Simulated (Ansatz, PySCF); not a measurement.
Gas-phase reaction (SMILES): C[Si](C)(C)CO + N (NH3) -> C[Si](C)(C)N + CO (CH4O) [methanol]; ammonia cleaves one Si-C bond, a model of a ligand-exchange step.

Geometries: B3LYP-D3(BJ)/def2-TZVP minima from Ansatz (a first-principles code), one conformer each, not searched for the lowest. Valence correlation only, unless marked. No spin-orbit coupling. No relativistic terms. CBS(X,Y): correlation extrapolated as X^-3; Hartree-Fock from the larger set. Thermal terms are rigid-rotor harmonic-oscillator values from B3LYP-D3(BJ) frequencies (PySCF) at 298.15 K and 1 atm. 1 Eh = 627.5095 kcal/mol.

```
species        E, CCSD(T)/CBS(cc-pV(T+d)Z,cc-pV(Q+d)Z) (Ansatz) (Eh)  E, B3LYP-D3(BJ)/def2-TZVPD (Ansatz + dftd3) (Eh)  H - E (Eh)  G - E (Eh)
-------------  -----------------------------------------------------  ------------------------------------------------  ----------  ----------
C[Si](C)(C)CO                                             -523.70408                                        -524.55506     0.16346     0.11742
N (NH3)                                                    -56.50369                                         -56.58902     0.03799     0.01614
C[Si](C)(C)N                                              -464.62283                                        -465.38728     0.14628     0.10364
CO (CH4O)                                                 -115.60979                                        -115.78119     0.05533     0.02827
```

Work out ΔE and ΔH, ΔG, ΔS and the equilibrium constant at 298.15 K at the first level, then ΔH at the second.


1. ΔE = [(-464.62283) + (-115.60979)] - [(-523.70408) + (-56.50369)] = -0.02485 Eh = -15.6 kcal/mol at CCSD(T)/CBS(cc-pV(T+d)Z,cc-pV(Q+d)Z).
2. The terms H - E add up to 0.00016 Eh, so ΔH = (-0.02485 + (0.00016))×627.5095 = -15.5 kcal/mol.
3. The terms G - E add up to -0.00165 Eh, so ΔG = -16.6 kcal/mol, and ΔS = (0.00016 - (-0.00165))×627509.5/298.15 = 3.8 cal/(mol K).
4. log10 K = -ΔG/(RT ln 10) = 12.2, with RT ln 10 = 1.3642 kcal/mol.
5. At B3LYP-D3(BJ)/def2-TZVPD the same steps give ΔE = -15.3 and ΔH = -15.2 kcal/mol, a shift of +0.3 from the first level.
6. These values are not checked against measurement here, since the tables used lack a sound gas-phase enthalpy of formation for at least one species.
